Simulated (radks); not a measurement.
Problem. Er+, configuration [Xe] 4f12 6s1. Method: scalar-relativistic Kohn-Sham, r2SCAN, spin-polarised, spherical densities, finite nucleus; open shells are filled with parallel spins first (spin-orbit coupling, left out, can overturn this in heavy ions); meta-GGA in the generalised Kohn-Sham scheme; Fermi nuclear charge, rms radius 5.2516 fm; hard spherical wall at 8 bohr; computed with a radial shooting solver on a logarithmic mesh with Libxc functionals. Some entries of the table are withheld. Estimate them.

orbital,occ.,eigenvalue (eV),<1/r> (bohr^-1)
1s up,1,-57450.65,77.54
1s down,1,-57450.64,77.54
2s up,1,-9680.004,18.07
2s down,1,-9679.996,18.07
2p up,3,-8559.290,16.67
2p down,3,-8559.277,16.67
3s up,1,-2182.982,6.673
3s down,1,-2181.869,6.675
3p up,3,-1840.340,6.227
3p down,3,-1839.227,6.230
3d up,5,-1411.012,5.893
3d down,5,-1410.155,5.896
4s up,1,-441.3183,2.805
4s down,1,-438.9520,2.804
4p up,3,-328.1184,2.568
4p down,3,-325.7668,2.568
4d up,5,-175.8097,2.267
4d down,5,-173.4578,2.266
5s up,1,-60.3266,1.057
5s down,1,-59.2618,1.047
5p up,3,-34.1155,0.8775
5p down,3,-33.3853,0.8708
4f up,7,-10.3512,1.656
6s up,1,-9.4350,0.3486
4f down,5,-8.2552,1.635
6s down,0,-7.6070,0.3429
5d up,0,-6.6137,0.4783
5d down,0,-5.7069,0.4798
6p up,0,-5.2463,(1)
6p down,0,-4.1318,(2)
7s down,0,0.5150,0.2563
7s up,0,2.2020,0.2841

Solution. 
(1) 6p up <1/r> (bohr^-1): 0.2989
(2) 6p down <1/r> (bohr^-1): 0.2688
